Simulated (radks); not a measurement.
Task: The mean radii <r> (bohr) of the occupied orbitals of an atom or ion are listed with their occupations. Method: Dirac Kohn-Sham, relativistic LDA (MacDonald-Vosko exchange, VWN5 correlation), spin-unpolarised, spherical densities, finite nucleus; Fermi nuclear charge, rms radius of each element as measured or else 0.836 A^(1/3) + 0.57 fm; computed with a radial shooting solver on a logarithmic mesh with Libxc functionals.

| orbital | occ. | <r> |
|---|---|---|
| 1s1/2 | 2 | 0.08132 |
| 2s1/2 | 2 | 0.3868 |
| 2p1/2 | 2 | 0.3465 |
| 2p3/2 | 4 | 0.3489 |
| 3s1/2 | 2 | 1.112 |
| 3p1/2 | 1 | 1.149 |

Name the element and its charge.

Result: Z = 19, potassium, charge +6: K6+ in [Ne] 3s2 3p(1/2: 1, 3/2: 0). The 1s radius gives Z: for a bare nucleus <r> = (2 gamma + 1)/(2Z) with gamma = sqrt(1 - (Z/c)^2), 0.07844 bohr for Z = 19, and screening makes it slightly larger (0.08132 here). The occupations add up to 13, and the charge is Z minus that.
